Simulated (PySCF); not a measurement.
**Low-lying terms of Ge³⁰⁺ (germanium, charge +30)**

Ground state 1s2, ¹S. All numbers are calculated (PySCF 2.14, the spin-free X2C one-electron Hamiltonian (Gaussian nucleus), in an uncontracted even-tempered set (18 s from 2.56 bohr⁻², ratio 2.5; 9 p from 3.05 bohr⁻², ratio 2.7; 7 d from 3.39 bohr⁻², ratio 2.7; 3 f from 270 bohr⁻², ratio 2.7)). Vertical excitation energies in eV without spin-orbit coupling; excited terms of each kind are numbered among those the solver found. Frozen: nothing.

| term | leading excitation | EOM-EE-CCSD |
| --- | --- | --- |
| 1 3S | 1s → s | 10192.6 |
| 1 1S | 1s → s | 10232.1 |
| 1 3P° | 1s → p | 10257.4 |
| 1 1P° | 1s → p | 10285.0 |
| 2 3S | 1s → s | 12083.5 |
| 2 1S | 1s → s | 12093.9 |
| 2 3P° | 1s → p | 12102.4 |
| 2 1P° | 1s → p | 12109.9 |
| 1 3D | 1s → d | 12114.3 |
| 1 1D | 1s → d | 12114.6 |
| 2 3D | 1s → d | 12753.6 |
| 2 1D | 1s → d | 12753.8 |

The spin-orbit splitting of the hole, absent here, rivals or exceeds the spacing of these terms, so the LS terms are model states.

Only the lower part of the computed list is shown. Doubly excited terms such as np² are absent. The solver can miss terms. The 8 highest virtual orbitals were dropped.
